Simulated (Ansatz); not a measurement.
Geometry optimisation, Ansatz, RKS BLYP/def2-SVP.

Input:

```yaml
crystal:
  periodic: [false, false, false]
  atoms:
    - { symbol: Hf, position_ang: [0.0, 0.0, 0.0] }
    - { symbol: Cl, position_ang: [0.0, 0.0, 2.87] }
    - { symbol: Cl, position_ang: [2.3764, 0.0, -0.8392] }
    - { symbol: Cl, position_ang: [-1.1869, 2.0563, -0.8392] }
    - { symbol: O, position_ang: [-0.975, -1.6891, -0.6893] }
    - { symbol: H, position_ang: [-1.4296, -2.1548, 0.0831] }
    - { symbol: H, position_ang: [1.1276, 1.7004, 0.6779] }
    - { symbol: H, position_ang: [0.9359, 1.4115, 1.7104] }
basis:
  gaussian: { orbitals: def2-SVP }
hamiltonian:
  xc: blyp
relax:
  f_tol: 0.15
  max_steps: 25
  restrain:
    - { distance: [0, 6], at: 1.85, k: 30.0 }
    - { distance: [7, 1], at: 1.37, k: 30.0 }
    - { distance: [0, 1], at: 3.72, k: 30.0 }
    - { distance: [7, 6], at: 1.86, k: 30.0 }
```

Command:

```bash
$ ansatz run input.yaml --threads 4 --pin off --max-ram 5120MiB --backend cpu --events-out ev --progress --plain --runs-dir out
```

Q: Where does it end, and by what steps?

A: The forces met the threshold. The restraints hold the end off the free minimum; the threshold counts their pulls, which the force column leaves out. Restrained pairs: Hf1–H7 (2.15 → 1.86 Å), Cl2–H8 (2.05 → 1.34 Å), Hf1–Cl2 (2.87 → 3.73 Å), H7–H8 (1.09 → 1.85 Å). After 10 steps the energy has fallen by 0.779 eV (the restraints' own energy left out); H8 moved furthest, 1.10 Å.

```json
{"step": "0", "energy less start (eV)": "0.0000", "largest force component (eV/Å)": "3.321", "accepted": "yes"}
{"step": "1", "energy less start (eV)": "0.8766", "largest force component (eV/Å)": "2.701", "accepted": "yes"}
{"step": "2", "energy less start (eV)": "1.1759", "largest force component (eV/Å)": "1.985", "accepted": "yes"}
{"step": "3", "energy less start (eV)": "0.8328", "largest force component (eV/Å)": "1.500", "accepted": "yes"}
{"step": "4", "energy less start (eV)": "0.1217", "largest force component (eV/Å)": "1.027", "accepted": "yes"}
{"step": "5", "energy less start (eV)": "-0.3089", "largest force component (eV/Å)": "0.708", "accepted": "yes"}
{"step": "6", "energy less start (eV)": "-0.5578", "largest force component (eV/Å)": "0.759", "accepted": "yes"}
{"step": "7", "energy less start (eV)": "-0.7103", "largest force component (eV/Å)": "0.712", "accepted": "yes"}
{"step": "8", "energy less start (eV)": "-0.7700", "largest force component (eV/Å)": "0.581", "accepted": "yes"}
{"step": "9", "energy less start (eV)": "-0.7760", "largest force component (eV/Å)": "0.543", "accepted": "yes"}
{"step": "10", "energy less start (eV)": "-0.7790", "largest force component (eV/Å)": "0.566", "accepted": "yes"}
```

```xyz
8
Properties=species:S:1:pos:R:3
Hf 0.272 0.428 -0.548
Cl -0.189 -0.179 3.104
Cl 2.212 -0.123 -1.790
Cl -1.161 1.945 -1.667
O -0.661 -1.146 0.003
H -1.113 -1.845 0.498
H 0.960 1.444 0.844
H 0.530 0.800 2.529
```

Time of the run: 22 s on 4 threads of Arm Neoverse V1, on a shared host, peak memory 0.18 GiB.
